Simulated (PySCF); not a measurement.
**Ionisation energy of Hf⁵¹⁺ by level of theory**

Hf⁵¹⁺ [Ar] 3d3 (4F) → Hf⁵²⁺ [Ar] 3d2 (3F), as a difference of total energies. Calculation: PySCF 2.14, in an uncontracted even-tempered set (16 s from 12 bohr⁻², ratio 2.5; 10 p from 15 bohr⁻², ratio 2.5; 7 d from 15 bohr⁻², ratio 2.5; 4 f from 56 bohr⁻², ratio 2.7; 3 g from 84 bohr⁻², ratio 2.7); the non-relativistic Hamiltonian (point nucleus). Correlated levels: outer shells: [Ne] frozen; virtual orbitals above 40 to 60 times the deepest correlated orbital energy dropped. The calculations carry no spin-orbit coupling.

```json
{"method": "UHF", "ionisation energy (eV)": "4663.7"}
{"method": "LDA", "ionisation energy (eV)": "4662.4"}
{"method": "PBE", "ionisation energy (eV)": "4662.6"}
{"method": "PBE0", "ionisation energy (eV)": "4663.3"}
{"method": "r2SCAN", "ionisation energy (eV)": "4664.9"}
{"method": "PBEsol", "ionisation energy (eV)": "4662.2"}
{"method": "PW91", "ionisation energy (eV)": "4663.2"}
{"method": "MP2 (outer shells)", "ionisation energy (eV)": "4663.2"}
{"method": "SCS-MP2 (outer shells)", "ionisation energy (eV)": "4662.9"}
```

Spin-orbit coupling is strong in these open shells (close to jj coupling). The scalar numbers leave it out and a first-order estimate fails, so it can dominate the gap to the real levels.

The gap to the reference is mostly relativistic.

For comparison: 4703 ± 4 eV (theoretical estimate listed by NIST; NIST Atomic Spectra Database, ionization energies).
